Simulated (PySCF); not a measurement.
CH5AlBrNO. Atoms are numbered in the order given.

```xyz
10

Al    -0.6664     0.5390     0.0000
Br     0.4343    -1.4298     0.0000
O      0.1983     1.9870     0.0000
C      1.5202     2.4133     0.0000
H      1.7288     3.0333     0.8899
H      2.2408     1.5745     0.0000
H      1.7288     3.0333    -0.8899
N     -2.4214     0.5561     0.0000
H     -3.0045    -0.2717     0.0000
H     -2.9875     1.3963     0.0000
```

Coordinates come from a PBE0-D3(BJ)/def2-SVP optimisation. The structure was generated by enumeration; whether it is a known compound was not checked. Other conformers were not sampled.

Computed with PySCF with PBE/pcSseg-1.

GIAO shieldings, no solvent; atoms alike by connectivity are averaged. δ = σ(ref) − σ: ¹⁷O against H2O (σ = 334.3 ppm); ¹³C against TMS (σ = 182.0 ppm); ¹H against TMS (σ = 31.49 ppm); ¹⁵N against NH3 (σ = 267.0 ppm), references at their B3LYP-D3(BJ)/def2-TZVP geometries, non-relativistic (without spin–orbit terms, shifts of atoms bonded to Cl or Br come out too high).

```csv
nucleus,atoms,count,δ (ppm)
¹⁷O,O3,1,39.8
¹³C,C4,1,57.4
¹H,"H5, H6, H7",3,4.31
¹H,"H9, H10",2,0.70
¹⁵N,N8,1,19.9
```
